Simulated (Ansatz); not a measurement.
Geometry optimisation, RHF/def2-SVPD (Ansatz 0.2.0).

The input (input.yaml):

```yaml
crystal:
  periodic: [false, false, false]
  atoms:
    - { symbol: B, position_ang: [-0.092428, -0.294221, -0.145453] }
    - { symbol: F, position_ang: [-0.01903, -0.397687, 1.184311] }
    - { symbol: O, position_ang: [1.047225, -0.460585, -0.840217] }
    - { symbol: H, position_ang: [1.822968, -0.605824, -0.32198] }
    - { symbol: C, position_ang: [-1.483735, -0.086519, -0.839208] }
    - { symbol: H, position_ang: [-2.008184, -1.044946, -0.876337] }
    - { symbol: H, position_ang: [-2.114619, 0.601653, -0.27626] }
    - { symbol: H, position_ang: [-1.374287, 0.273268, -1.861224] }
    - { symbol: Br, position_ang: [0.39846, 2.739602, 0.911548] }
    - { symbol: H, position_ang: [0.215731, 1.605959, 1.85652] }
basis:
  gaussian: { orbitals: def2-SVPD }
hamiltonian:
  xc: hf
relax:
  f_tol: 0.03
  max_steps: 50
```

Launched with:

```bash
$ ansatz run input.yaml --threads 4 --pin off --max-ram 5120MiB --backend cpu --events-out ev --progress --plain --runs-dir out
```

Question: Where does it end, and by what steps?

Answer: It converged. The force dipped under the threshold on the way, but the program's further checks kept it going. After 34 steps the energy has fallen by 0.244 eV; Br9 moved furthest, 2.18 Å.

```json
{"step": "0", "energy less start (eV)": "0.0000", "largest force component (eV/Å)": "1.566", "accepted": "yes"}
{"step": "2", "energy less start (eV)": "-0.1856", "largest force component (eV/Å)": "0.323", "accepted": "yes"}
{"step": "4", "energy less start (eV)": "-0.2014", "largest force component (eV/Å)": "0.140", "accepted": "yes"}
{"step": "6", "energy less start (eV)": "-0.2040", "largest force component (eV/Å)": "0.148", "accepted": "yes"}
{"step": "8", "energy less start (eV)": "-0.2101", "largest force component (eV/Å)": "0.343", "accepted": "yes"}
{"step": "10", "energy less start (eV)": "-0.2204", "largest force component (eV/Å)": "0.244", "accepted": "yes"}
{"step": "12", "energy less start (eV)": "-0.2232", "largest force component (eV/Å)": "0.105", "accepted": "yes"}
{"step": "14", "energy less start (eV)": "-0.2265", "largest force component (eV/Å)": "0.354", "accepted": "yes"}
{"step": "16", "energy less start (eV)": "-0.2313", "largest force component (eV/Å)": "0.240", "accepted": "yes"}
{"step": "18", "energy less start (eV)": "-0.2350", "largest force component (eV/Å)": "0.105", "accepted": "yes"}
{"step": "20", "energy less start (eV)": "-0.2370", "largest force component (eV/Å)": "0.122", "accepted": "yes"}
{"step": "22", "energy less start (eV)": "-0.2391", "largest force component (eV/Å)": "0.066", "accepted": "yes"}
{"step": "24", "energy less start (eV)": "-0.2401", "largest force component (eV/Å)": "0.045", "accepted": "yes"}
{"step": "26", "energy less start (eV)": "-0.2415", "largest force component (eV/Å)": "0.056", "accepted": "yes"}
{"step": "28", "energy less start (eV)": "-0.2424", "largest force component (eV/Å)": "0.112", "accepted": "yes"}
{"step": "30", "energy less start (eV)": "-0.2436", "largest force component (eV/Å)": "0.014", "accepted": "yes"}
{"step": "32", "energy less start (eV)": "-0.2442", "largest force component (eV/Å)": "0.035", "accepted": "yes"}
{"step": "34", "energy less start (eV)": "-0.2444", "largest force component (eV/Å)": "0.027", "accepted": "yes"}
```

```xyz
10
Properties=species:S:1:pos:R:3
B -0.076 -0.280 -0.543
F 0.227 0.614 0.417
O 0.925 -1.035 -1.017
H 1.772 -0.873 -0.630
C -1.557 -0.392 -1.045
H -2.214 -0.658 -0.213
H -1.902 0.576 -1.419
H -1.671 -1.135 -1.833
Br 0.520 3.255 3.031
H 0.367 2.259 2.043
```

Whether the end is a true minimum wasn't checked by a vibrational analysis.

The run took 99 s on 4 threads of Arm Neoverse V1, with other jobs on the host, peak memory 0.52 GiB.
